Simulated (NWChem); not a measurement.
System: AlGeH$_{3}$Cl$_{2}$; SMILES [Al]([Cl])([GeH3])[Cl]

The following NWChem deck was run.

```
start job
memory heap 200 mb stack 900 mb global 1100 mb
geometry units angstroms noautoz
  Al     0.002919    -0.582115     0.004542
  Cl     1.775031    -1.710665    -0.011306
  Cl    -1.793790    -1.671720    -0.016508
  Ge     0.008564     1.872009     0.016848
  H     -1.059122     2.411930     0.985130
  H      1.382234     2.424796     0.433378
  H     -0.319509     2.404096    -1.391294
end
basis spherical
  Al library def2-svp
  Cl library def2-svp
  Ge library def2-svp
  H library def2-svp
end
dft
  xc scan
  grid xcoarse
  iterations 150
  mulliken
end
task dft gradient
```

Excerpt of the output:

```
             Northwest Computational Chemistry Package (NWChem) 7.3.0
             --------------------------------------------------------

 C1  symmetry detected

                             Geometry "geometry" -> ""
                             -------------------------

 Output coordinates in angstroms (scale by  1.889725989 to convert to a.u.)

  No.       Tag          Charge          X              Y              Z
 ---- ---------------- ---------- -------------- -------------- --------------
    1 Al                  13.0000     0.00261174    -0.60740430     0.00766271
    2 Cl                  17.0000     1.77404309    -1.73709495    -0.00167490
    3 Cl                  17.0000    -1.79475853    -1.69608183    -0.00165170
    4 Ge                  32.0000     0.00969698     1.84673427    -0.00018377
    5 H                    1.0000    -1.05616588     2.39521559     0.96529161
    6 H                    1.0000     1.38433432     2.40210805     0.40966026
    7 H                    1.0000    -0.32026197     2.36744077    -1.41213426

 Effective nuclear repulsion energy (a.u.)     439.7803153833

                                 NWChem DFT Module
                                 -----------------

 Summary of "ao basis" -> "ao basis" (spherical)
 ------------------------------------------------------------------------------
       Tag                 Description            Shells   Functions and Types
 ---------------- ------------------------------  ------  ---------------------
 Al                         def2-svp                 8       18   4s3p1d
 Cl                         def2-svp                 8       18   4s3p1d
 Ge                         def2-svp                12       32   5s4p3d
 H                          def2-svp                 3        5   2s1p

            General Information
            -------------------
          SCF calculation type: DFT
          Wavefunction type:  closed shell.
          No. of atoms     :     7
          No. of electrons :    82
           Alpha electrons :    41
            Beta electrons :    41
          Charge           :     0
          Spin multiplicity:     1
          Use of symmetry is: off; symmetry adaption is: off
          Maximum number of iterations: 150
          AO basis - number of functions:   101
                     number of shells:    45
          Convergence on energy requested:  1.00D-06
          Convergence on density requested:  1.00D-05
          Convergence on gradient requested:  5.00D-04

              XC Information
              --------------
                         SCAN Method XC Functional
                  SCAN metaGGA Exchange Functional  1.000
                        SCAN Correlation Potential  1.000

             Grid Information
             ----------------
          Grid used for XC integration:  xcoarse
          Radial quadrature: Mura-Knowles
          Angular quadrature: Lebedev.
          Tag              B.-S. Rad. Rad. Pts. Rad. Cut. Ang. Pts.
          ---              ---------- --------- --------- ---------
          Al                  1.25       42           9.0       194
          Cl                  1.00       42          12.0       194
          Ge                  1.25       75           9.0       194
          H                   0.35       21          11.0       194
          Grid pruning is: on
          Number of quadrature shells:   264
          Spatial weights used:  Erf1

      Superposition of Atomic Density Guess
      -------------------------------------

 Sum of atomic energies:       -3236.97978300

      Non-variational initial energy
      ------------------------------

 Total energy =   -3237.826390
 1-e energy   =   -5380.206128
 2-e energy   =    1702.599423
 HOMO         =      -0.314643
 LUMO         =       0.008461

     ---------------------------------------------
      Total Density - Mulliken Population Analysis
     ---------------------------------------------

    Atom       Charge   Shell Charges
 -----------   ------   -------------------------------------------------------
    1 Al  13    11.91   2.00  1.99  0.88  0.13  5.93  0.52  0.32  0.14
    2 Cl  17    17.49   2.00  1.99  1.23  0.71  5.94  2.19  3.41  0.01
    3 Cl  17    17.50   2.00  1.99  1.23  0.71  5.94  2.19  3.41  0.01
    4 Ge  32    31.94   2.00  2.00  2.00  1.08  0.29  6.00  5.98  1.26  1.28  8.12  1.81  0.11
    5 H    1     1.06   0.67  0.38  0.01
    6 H    1     1.06   0.67  0.38  0.01
    7 H    1     1.05   0.67  0.37  0.01

   convergence    iter        energy       DeltaE   RMS-Dens  Diis-err
 ---------------- ----- ----------------- --------- --------- ---------
 d= 0,ls=0.0,diis     1  -3241.2743764234 -3.68D+03  1.34D-02  4.47D-01
 d= 0,ls=0.0,diis     2  -3241.2528623686  2.15D-02  8.80D-03  4.80D-01
 d= 0,ls=0.0,diis     3  -3241.3293595430 -7.65D-02  1.93D-03  4.13D-02
 d= 0,ls=0.0,diis     4  -3241.3352894907 -5.93D-03  3.07D-04  1.81D-03
 d= 0,ls=0.0,diis     5  -3241.3354238754 -1.34D-04  5.96D-05  4.16D-05
  Resetting Diis
 d= 0,ls=0.0,diis     6  -3241.3354260975 -2.22D-06  2.57D-05  4.85D-06
 d= 0,ls=0.0,diis     7  -3241.3354266801 -5.83D-07  1.45D-05  4.33D-07
 d= 0,ls=0.0,diis     8  -3241.3354266463  3.37D-08  7.19D-06  9.03D-07

         Total DFT energy =    -3241.335426646322
      One electron energy =    -5381.852451438155
           Coulomb energy =     1856.316340697026
    Exchange-Corr. energy =     -155.579631288501
 Nuclear repulsion energy =      439.780315383309

 Numeric. integr. density =       81.998153836086

                       DFT Final Molecular Orbital Analysis
                       ------------------------------------

 Vector   39  Occ=2.000000D+00  E=-3.078833D-01
              MO Center= -4.0D-02, -1.7D+00, -1.6D-03, r^2= 4.2D+00
   Bfn.  Coefficient  Atom+Function         Bfn.  Coefficient  Atom+Function
  ----- ------------  ---------------      ----- ------------  ---------------
    49     -0.464237  3 Cl pz                31      0.456788  2 Cl pz
    46     -0.337827  3 Cl pz                28      0.331954  2 Cl pz
    43     -0.198033  3 Cl pz                25      0.194628  2 Cl pz
    17     -0.067813  1 Al d  1

 Vector   40  Occ=2.000000D+00  E=-2.981573D-01
              MO Center=  4.9D-03, -1.6D+00,  1.1D-02, r^2= 4.7D+00
   Bfn.  Coefficient  Atom+Function         Bfn.  Coefficient  Atom+Function
  ----- ------------  ---------------      ----- ------------  ---------------
    48     -0.335481  3 Cl py                30      0.329304  2 Cl py
    29      0.308411  2 Cl px                47      0.300296  3 Cl px
    45     -0.251019  3 Cl py                27      0.246858  2 Cl py
    26      0.232005  2 Cl px                44      0.225751  3 Cl px
    42     -0.146021  3 Cl py                24      0.143546  2 Cl py

 Vector   41  Occ=2.000000D+00  E=-2.732780D-01
              MO Center=  1.1D-03,  3.7D-01,  2.2D-03, r^2= 4.9D+00
   Bfn.  Coefficient  Atom+Function         Bfn.  Coefficient  Atom+Function
  ----- ------------  ---------------      ----- ------------  ---------------
    67      0.326918  4 Ge py                70      0.284310  4 Ge py
    30      0.263471  2 Cl py                48      0.264292  3 Cl py
     3     -0.250968  1 Al s                  9     -0.199506  1 Al py
    27      0.195719  2 Cl py                45      0.196163  3 Cl py
    59     -0.192287  4 Ge s                 64     -0.185244  4 Ge py

 Vector   42  Occ=0.000000D+00  E=-8.411985D-02
              MO Center=  3.4D-04, -1.8D-01,  3.5D-02, r^2= 4.4D+00
   Bfn.  Coefficient  Atom+Function         Bfn.  Coefficient  Atom+Function
  ----- ------------  ---------------      ----- ------------  ---------------
    13      0.588178  1 Al pz                10      0.403134  1 Al pz
    98      0.331285  7 H  s                 71      0.300126  4 Ge pz
    31     -0.243038  2 Cl pz                49     -0.240761  3 Cl pz
    88     -0.230333  5 H  s                  7     -0.192944  1 Al pz
    28     -0.138204  2 Cl pz                97      0.138011  7 H  s

 Vector   43  Occ=0.000000D+00  E=-4.404974D-02
              MO Center=  1.3D-02, -1.2D-01, -5.2D-02, r^2= 5.4D+00
   Bfn.  Coefficient  Atom+Function         Bfn.  Coefficient  Atom+Function
  ----- ------------  ---------------      ----- ------------  ---------------
     4      1.218637  1 Al s                 59     -0.794402  4 Ge s
    70      0.510831  4 Ge py                58     -0.483645  4 Ge s
     3      0.478489  1 Al s                  2      0.281309  1 Al s
    22     -0.268085  2 Cl s                 40     -0.264042  3 Cl s
    29      0.251964  2 Cl px                47     -0.253071  3 Cl px

[...]

                         DFT ENERGY GRADIENTS

    atom               coordinates                        gradient
                 x          y          z           x          y          z
   1 Al      0.004935  -1.147828   0.014480    0.000108  -0.001487  -0.000007
   2 Cl      3.352455  -3.282633  -0.003165   -0.000444  -0.000065  -0.000003
   3 Cl     -3.391602  -3.205130  -0.003121    0.000365  -0.000125  -0.000006
   4 Ge      0.018325   3.489822  -0.000347   -0.000457  -0.005811   0.000307
   5 H      -1.995864   4.526301   1.824137   -0.005935   0.002457   0.005736
   6 H       2.616013   4.539326   0.774146    0.008543   0.002620   0.002453
   7 H      -0.605207   4.473814  -2.668547   -0.002179   0.002411  -0.008479
```

Level: SCAN/def2-SVP. The geometry was optimised at PBE0/def2-SVP.
